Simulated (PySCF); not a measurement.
trichloroethylene (C2HCl3), SMILES ClC=C(Cl)Cl. Geometry optimised at PBE0-D3(BJ)/def2-SVP.

Computed equilibrium geometry at PBE0-D3(BJ)/def2-SVP (PySCF confirms it by a frequency run) as a Z-matrix, and its point group:
point group Cs.
```
C
C 1 1.3395
H 2 1.0908 1 120.45
Cl 2 1.7085 3 116.02 1 180.00
Cl 1 1.7110 2 123.61 3 180.00
Cl 1 1.7206 2 120.41 3 0.00
```
